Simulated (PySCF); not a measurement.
ClH₆NOSi₂, SMILES N([SiH3])[Si@H](O)Cl. Atoms are numbered in the order given.

```xyz
11

O     -1.7746    -0.8970     1.3007
Si    -0.3055    -0.1987     1.0100
Cl    -0.5184     1.6870     0.1567
N      0.6545    -1.0561    -0.1344
Si     1.3638    -0.5022    -1.6426
H     -2.3219    -1.0953     0.5303
H      0.2954    -0.0599     2.3520
H      0.8852    -2.0171     0.1160
H      2.1354    -1.6641    -2.1759
H      2.2894     0.6513    -1.4498
H      0.3292    -0.1125    -2.6452
```
Charge 0, spin multiplicity 1.

Geometry optimised at r2SCAN-D4/def2-SVP. The structure was generated by enumeration; whether it is a known compound was not checked. One conformer was computed; it need not be the lowest.

Method: KT2/pcSseg-1 in PySCF.

GIAO shieldings, no solvent; atoms alike by connectivity are averaged. δ = σ(ref) − σ: ¹⁷O against H2O (σ = 330.4 ppm); ²⁹Si against TMS (σ = 361.9 ppm); ³⁵Cl against HCl (σ = 945.4 ppm); ¹⁵N against NH3 (σ = 266.2 ppm); ¹H against TMS (σ = 31.47 ppm), references at their B3LYP-D3(BJ)/def2-TZVP geometries, non-relativistic (without spin–orbit terms, shifts of atoms bonded to Cl or Br come out too high).

| nucleus | atoms | count | δ (ppm) |
|---|---|---|---|
| ¹⁷O | O1 | 1 | 96.4 |
| ²⁹Si | Si2 | 1 | -18.7 |
| ²⁹Si | Si5 | 1 | -55.6 |
| ³⁵Cl | Cl3 | 1 | 78.7 |
| ¹⁵N | N4 | 1 | 36.4 |
| ¹H | H7 | 1 | 5.54 |
| ¹H | H9, H10, H11 | 3 | 5.02 |
| ¹H | H6 | 1 | 2.59 |
| ¹H | H8 | 1 | 0.80 |
